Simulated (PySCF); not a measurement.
## Substituent effects on core binding energies

Parent: `O=C[SiH3]`, numbered `[O:1]=[CH:2][SiH3:3]`. One hydrogen on Si3 is replaced. The calculation used delta-SCF UKS SCAN, pcX-2 on the ionised atom, pcseg-1 elsewhere, spin-free X2C (PySCF 2.14.0). Vertical ΔSCF values, vacuum level as zero. Geometries: GFN2-xTB; isolated species, one conformer each.

The parent's lines: C2 C 1s 293.35 eV; O1 O 1s 538.50 eV; Si3 Si 1s 1846.85 eV; Si3 Si 2p3/2 107.19 eV.

The 2p values add to the ΔSCF energy of one spin-free hole a correction within the shell (spin–orbit coupling, ligand field). 2p1/2 minus 2p3/2 (ligand field included): Si 0.62 eV.

**Question.** Order the derivatives by the Si 2p3/2 binding energy of the substituted atom, lowest first.
A. CH2NH2: `NC[SiH2]C=O`
B. CH2OCH3: `COC[SiH2]C=O`
C. SH: `O=C[SiH2]S`

**Answer.** A (106.66 eV), B (106.81 eV), C (107.51 eV).

**Question.** How do the binding energies of the substituted atom and of the parent's carbons near it change?

**Answer.** Changes against the parent, in eV:

```tsv
substituent	molecule	Si 2p3/2 of the substituted atom	its change
CH2NH2	NC[SiH2]C=O	106.66	-0.53
CH2OCH3	COC[SiH2]C=O	106.81	-0.38
SH	O=C[SiH2]S	107.51	+0.32
```

At the substituted atom the change runs from -0.53 eV (CH2NH2) to +0.32 eV (SH).

**Question.** List all computed levels of each derivative.

**Answer.** 
- `NC[SiH2]C=O`: C 1s: 291.23 eV; N 1s: 405.33 eV; O 1s: 537.84 eV; Si 1s: 1846.35 eV; Si 2p3/2: 106.66 eV
- `COC[SiH2]C=O`: C 1s: 291.65 (area 1), 292.15 (area 1) eV; O 1s: 538.43 eV; Si 1s: 1846.48 eV; Si 2p3/2: 106.81 eV
- `O=C[SiH2]S`: O 1s: 538.83 eV; Si 1s: 1847.24 eV; Si 2p3/2: 107.51 eV; S 1s: 2477.06 eV

Areas count equivalent atoms. Spin–orbit and ligand-field terms were added within each 2p shell after the spin-free SCF. 2 of these hole states are spin-contaminated (⟨S²⟩ up to 0.99, against 0.75; counted from 0.85) and less certain. Lists may lack sites without a reliable hole state.
